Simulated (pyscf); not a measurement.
# `[O]=[Ta]([F])([F])[Cl]`, singlet

Gas-phase minimum from PySCF at ωB97X-D3(BJ)/def2-SVP, one conformer. 

```xyz
5

O      1.0649     1.8664    -0.5635
Ta     0.2697     0.3781    -0.3536
F      0.5766    -0.1669     1.4127
F     -1.5514     0.6828    -0.6688
Cl     1.1566    -1.1042    -1.8682
```
Charge 0, spin multiplicity 1.

Bond lengths (Å): O1–Ta2 1.700, Ta2–F3 1.874, Ta2–F4 1.873, Ta2–Cl5 2.297. Bond angles (°): O1–Ta2–F3 107.1, O1–Ta2–F4 107.0, O1–Ta2–Cl5 107.6, F3–Ta2–F4 111.4, F3–Ta2–Cl5 111.8, F4–Ta2–Cl5 111.7.

Properties at ωB97X-D3(BJ)/def2-SVP:

```
Quantity                                                                                                                                                          Result
---------------------------------------------------------------------------------------------------------------------  -------------------------------------------------
Harmonic wavenumbers, unscaled                                                                                         127, 154, 168, 242, 262, 426, 712, 713, 1062 cm⁻¹
Zero-point energy                                                                                                                                           5.5 kcal/mol
Rotational symmetry number                                                                                                                                             1
Entropy of this conformer at 298 K and 1 atm, rigid rotor and harmonic oscillator, modes under 100 cm⁻¹ raised to 100                                    349.5 J/(mol K)
Dipole moment                                                                                                                                                     1.60 D
```

Single-point totals, which compare only within one level:

| level | total energy (hartree) |
|---|---|
| ωB97X-D3(BJ)/def2-TZVP | -792.60714 |
| PBE/def2-TZVP | -792.15281 |
| r²SCAN/def2-TZVP | -792.45313 |
| B3LYP-D3(BJ)/def2-TZVP | -792.60003 |
| PBE0-D3(BJ)/def2-TZVP | -792.12685 |
| M06-2X/def2-TZVP | -792.33084 |
| ωB97M-D3(BJ)/def2-TZVP | -792.61223 |

Elements past Kr carry the def2 core potentials, without spin-orbit coupling.
